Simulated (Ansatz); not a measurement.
Basis-set extrapolation for `C/C(Cl)=C\[SiH3]` (PBE0-D4/def2-TZVP geometry, frozen core, the Gaussian-basis code of Ansatz). Multiplicity 1, RHF reference.

```
                      def2-TZVPP   def2-QZVPP
                 HF  -866.157860  -866.184884
    MP2 correlation    -0.816119    -0.876281
CCSD(T) correlation    -0.913366      not run
```

Energies in hartree. Use E(X) = E(∞) + A·exp(−7.88·√X) for Hartree–Fock and E(X) = E(∞) + B·X^(−2.97) for correlation, with X = 3 and 4, and add CCSD(T) minus MP2 of the smaller set to the MP2 limit.

Question: What is the CCSD(T) energy at the basis-set limit?

Answer: HF limit: -866.184884 + (-0.027024) × 0.13774 = -866.18861. MP2 limit: -0.876281 + (-0.060162) × 0.74074 = -0.92085. Higher-order term: -0.913366 − (-0.816119) = -0.09725. Total: -867.20671 hartree, 355.7 kJ/mol below CCSD(T)/def2-TZVPP.
